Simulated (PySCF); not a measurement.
C$_{2}$H$_{5}$F$_{3}$Sn, SMILES `C[CH2][Sn]([F])([F])[F]`, neutral singlet in the gas phase. 

Z-matrix (Å, degrees):
```
C
H 1 1.1005
H 1 1.1007 2 107.78
C 1 1.5214 2 112.88 3 125.23
H 4 1.0998 1 111.96 2 177.09
H 4 1.1003 5 107.67 1 123.48
H 4 1.1013 5 107.73 6 115.52
Sn 1 2.1333 2 105.76 3 -112.03
F 8 1.9226 1 116.02 2 81.53
F 8 1.9233 9 104.15 3 139.81
F 8 1.9249 9 104.58 10 109.03
```
Charge 0, multiplicity 1.

All levels are single points at this geometry (PBE0-D4/def2-SVP); Pople sets use spherical d functions. Orbital energies aren't observables, and empty levels follow the basis.

PBE-D3(BJ)/def2-TZVP in PySCF gives dipole (D) = 5.12.

**Question.** Estimate the dipole (D) from each of these levels: PBE0-D4/def2-TZVP in PySCF; B3LYP/6-311+G** (LANL2DZ on Sn) in PySCF; B3LYP/LANL2DZ in PySCF; SVWN5/6-31G* (LANL2DZ on Sn) in PySCF; HF/6-31G* (LANL2DZ on Sn) in PySCF.

**Answer.** 
| level | dipole (D) |
|---|---|
| PBE0-D4/def2-TZVP in PySCF | 5.29 |
| B3LYP/6-311+G** (LANL2DZ on Sn) in PySCF | 5.76 |
| B3LYP/LANL2DZ in PySCF | 5.85 |
| SVWN5/6-31G* (LANL2DZ on Sn) in PySCF | 4.85 |
| HF/6-31G* (LANL2DZ on Sn) in PySCF | 5.44 |
